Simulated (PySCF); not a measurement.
**Worked example: oscillator strength and radiative lifetime**

CH4BCl, SMILES ClBC.

Geometry: B3LYP-D3(BJ)/def2-TZVP.

TDDFT-B3LYP/def2-SVPD run with PySCF 2.14.0 puts the first singlet state with f over 0.02 at 7.33 eV (vertical), with the transition dipole (0.257, 0.814, 0.000) in atomic units.

### Question
Find the oscillator strength, the wavelength and the radiative lifetime that this transition would have in vacuum if emission retraced absorption.

### Answer

|μ|² = 0.7286 au, so |μ| = 2.17 D. ΔE = 7.33/27.211 = 0.2694 hartree. f = (2/3) ΔE |μ|² = 0.131 (the program prints 0.131).
λ = 1239.84/7.33 = 169 nm; ν = 59120 cm⁻¹.
Einstein's coefficient A = 0.6670 ν² f s⁻¹ (ν in cm⁻¹) = 3.1e8 s⁻¹, so τ = 1/A = 3.3 ns. This state is S3; the lower singlets have f = 0.000, 0.005. The figure is the radiative limit of this one transition; relaxation, internal conversion, crossing to triplets and a medium change what is measured.
